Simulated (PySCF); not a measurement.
This PySCF input asks for the NMR shieldings of SMILES C=CN1CCCN1[SiH3], C$_{5}$H$_{12}$N$_{2}$Si; the geometry comes from GFN2-xTB.

```python
import basis_set_exchange as bse
import numpy as np
from pyscf import gto, dft
from pyscf.prop import nmr

atoms = """
C     2.930842   -0.040254    0.038387
C     1.759788    0.586851    0.100505
N     0.544582    0.083615   -0.297754
C     0.262988   -1.344383   -0.245556
C    -1.122993   -1.454284    0.411648
C    -1.281373   -0.069821    1.049760
N    -0.605017    0.802752    0.118128
Si   -1.402938    1.722158   -1.111861
H     3.834166    0.471319    0.311580
H     3.032499   -1.057214   -0.295410
H     1.697091    1.621903    0.407945
H     0.271862   -1.768499   -1.254037
H     1.028462   -1.847778    0.352533
H    -1.174307   -2.264148    1.136149
H    -1.895501   -1.601739   -0.343493
H    -0.761998   -0.035735    2.016872
H    -2.317141    0.230338    1.187770
H    -2.074455    0.952036   -2.169945
H    -2.396871    2.498019   -0.371746
H    -0.334834    2.525544   -1.695421
"""
names = dict.fromkeys(["C", "N", "Si", "H"], "pcSseg-1")
basis = {el: gto.basis.parse(bse.get_basis(n, elements=[el], fmt="nwchem")) for el, n in names.items()}
mol = gto.M(atom=atoms, basis=basis, charge=0, verbose=0)
mf = dft.RKS(mol, xc="PBE0")
mf.grids.level = 2
mf.grids.alignment = dft.numint.BLKSIZE   # the property module wants whole blocks of grid points
mf.conv_tol = 1e-9
mf.kernel()

calc = nmr.RKS(mf)   # GIAO
C = mf.mo_coeff
Co = C[:, mf.mo_occ > 0]
resp = mf.gen_response(singlet=True, hermi=2)
def vind(x):   # induced exchange potential for any number of trial vectors
    d = np.einsum("pi,xij,qj->xpq", C, 2 * x.reshape(-1, C.shape[1], Co.shape[1]), Co, optimize=True)
    return np.einsum("xpq,pi,qj->xij", resp(d - d.transpose(0, 2, 1)), C, Co, optimize=True).ravel()
mo1, _ = nmr.rhf.solve_mo1(calc, with_cphf=vind)
sigma = calc.kernel(mo1)
for i, s in enumerate(sigma):   # ppm
    w = np.linalg.eigvalsh((s + s.T) / 2)
    print("%2d %-2s iso %8.1f  s11 %8.1f  s22 %8.1f  s33 %8.1f" % (i, mol.atom_pure_symbol(i), w.mean(), *w))
```

Task: What are the results?

Result: 
```
 0 C  iso    103.7  s11     19.9  s22    118.8  s33    172.2
 1 C  iso     34.2  s11    -68.5  s22     57.7  s33    113.3
 2 N  iso    128.6  s11     80.3  s22    116.6  s33    188.8
 3 C  iso    137.7  s11    109.7  s22    131.0  s33    172.3
 4 C  iso    153.6  s11    120.0  s22    166.6  s33    174.2
 5 C  iso    137.1  s11    111.8  s22    133.7  s33    165.8
 6 N  iso    163.1  s11     80.0  s22    138.1  s33    271.1
 7 Si iso    402.2  s11    357.5  s22    376.3  s33    472.8
 8 H  iso     27.8  s11     25.6  s22     25.8  s33     32.1
 9 H  iso     28.0  s11     24.8  s22     25.8  s33     33.4
10 H  iso     24.9  s11     21.7  s22     24.0  s33     29.2
11 H  iso     28.4  s11     24.1  s22     25.9  s33     35.2
12 H  iso     28.8  s11     23.7  s22     28.4  s33     34.3
13 H  iso     29.7  s11     24.8  s22     27.1  s33     37.1
14 H  iso     29.6  s11     25.5  s22     27.3  s33     36.1
15 H  iso     28.8  s11     23.4  s22     27.1  s33     36.0
16 H  iso     28.9  s11     24.5  s22     27.2  s33     34.9
17 H  iso     26.9  s11     22.5  s22     25.7  s33     32.6
18 H  iso     27.2  s11     23.6  s22     25.2  s33     32.8
19 H  iso     27.0  s11     22.9  s22     26.0  s33     32.1
```

These numbers come from an equivalent density-fitted implementation of the same equations, which agrees with the script to about 0.01 ppm for H and up to a few tenths of a ppm for heavy atoms, so last digits may differ.

Task: Turn these shieldings into chemical shifts. Chemical shifts δ = σref − σ; 13C (186.93 ppm) and 29Si (349.16 ppm) and 1H (31.72 ppm) against TMS; 15N (267.73 ppm) vs NH3, all at this level.

Result: Averaging equivalent atoms: C 1: 152.7; C 0: 83.3; C 5: 49.8; C 3: 49.3; C 4: 33.4; N 2: 139.2; N 6: 104.6; Si 7: -53.1; H 10: 6.77; H 17/18/19: 4.66; H 8: 3.90; H 9: 3.72; H 11/12: 3.13; H 15/16: 2.87; H 13/14: 2.07 ppm. Experimental scales use liquid or dissolved standards, which lie at an offset from isolated NH3 (liquid NH3: subtract about 20 ppm).

Size and cost of the density-fitted run: 203 basis functions, roughly 2.1 core-minutes.
